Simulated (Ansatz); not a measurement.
System: SiH2F, charge 0, doublet. SiH2F (SMILES F[SiH2], doublet).
B3LYP-D3(BJ)/def2-TZVP minimum from Ansatz (an electronic-structure program):
```
Si
F 1 1.6108
H 1 1.4871 2 107.72
H 1 1.4871 3 111.30 2 -117.87
```
Charge 0, spin multiplicity 2.

Total energies in aug-cc-pV(D+d)Z, 13 correlated electrons, 6 frozen orbitals. Open shells are spin-unrestricted; no spin-orbit coupling. Correlated methods leave the cores frozen. No relativity.

```csv
method,program,energy (Eh),minus CCSDT(Q) (mEh)
HF,Ansatz,-389.56459,323.12
MP2,Ansatz,-389.85918,28.53
CCSD,Ansatz,-389.87940,8.31
CCSD(T),Ansatz,-389.88654,1.17
CCSDT(Q),Ansatz,-389.88770,0.00
```

Rough core times of Ansatz's runs on a shared machine: CCSD(T) under 20 s, CCSDT(Q) 4 min.
